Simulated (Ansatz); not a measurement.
One change: `CC(C)[NH][InH][F]` becomes `CC(C)[NH][AlH][Cl]`.

Ansatz, PBE0-D4/def2-TZVP geometries, multiplicity 1. Each molecule was computed in one conformer, which needn't be the lowest.

Elements past krypton have def2 core potentials.

| property | `CC(C)[NH][InH][F]` |
| --- | --- |
| size of the dipole moment (B3LYP/def2-TZVPP) / D | 3.60 |
| HOMO–LUMO gap (ωB97M-V/def2-TZVPP) / eV | 9.44 |
| HOMO energy (B3LYP/def2-TZVPP) / eV | -6.56 |
| HOMO–LUMO gap (PBE0/def2-TZVPP) / eV | 5.75 |
| HOMO energy (PBE/def2-TZVPP) / eV | -5.50 |
| LUMO energy (ωB97M-V/def2-TZVPP) / eV | 0.38 |

Q: Give the same properties after the change, and the shifts. (Best estimate.)

A: The calculation gave: 
```json
{"property": "size of the dipole moment (B3LYP/def2-TZVPP) / D", "`CC(C)[NH][AlH][Cl]`": "2.27", "shift": "-1.33"}
{"property": "HOMO–LUMO gap (ωB97M-V/def2-TZVPP) / eV", "`CC(C)[NH][AlH][Cl]`": "10.52", "shift": "1.08"}
{"property": "HOMO energy (B3LYP/def2-TZVPP) / eV", "`CC(C)[NH][AlH][Cl]`": "-6.86", "shift": "-0.30"}
{"property": "HOMO–LUMO gap (PBE0/def2-TZVPP) / eV", "`CC(C)[NH][AlH][Cl]`": "6.60", "shift": "0.85"}
{"property": "HOMO energy (PBE/def2-TZVPP) / eV", "`CC(C)[NH][AlH][Cl]`": "-5.81", "shift": "-0.31"}
{"property": "LUMO energy (ωB97M-V/def2-TZVPP) / eV", "`CC(C)[NH][AlH][Cl]`": "1.10", "shift": "0.72"}
```

With PBE0 the HOMO falls by 0.34 eV and the LUMO rises by 0.49 eV, so the gap widens by about 0.83 eV. PBE moves the HOMO by -0.31 eV and ωB97M-V by -0.36 eV. Dipoles are sizes alone; their direction can turn.

B3LYP here is the variant with VWN-RPA as its local correlation; programs differ in this.
